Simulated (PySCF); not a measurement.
BF, SMILES [B]F (connectivity only; charge and spin as stated), charge +1, multiplicity 2. Geometry optimised at PBE-D3(BJ)/def2-TZVPD.

Computed with PBE-D3(BJ)/def2-TZVPD in PySCF.

Harmonic wavenumbers (cm⁻¹): 1650. Rotational constants (GHz): 48.91 (linear); symmetry number 1.

**Question.** Work out the zero-point energy and the ideal-gas rigid-rotor harmonic-oscillator thermochemistry at 298.15 K and 1 atm.

**Answer.** ZPE = ½ Σ hcν = ½ × 1650 cm⁻¹ = 9.87 kJ/mol. H − E(el) = 18.55 kJ/mol. Entropy in J/(mol K): translation 151.08, rotation 48.59, vibration 0.03, spin 5.76, total 205.47. G − E(el) = -42.71 kJ/mol. Cp = 29.28 J/(mol K).
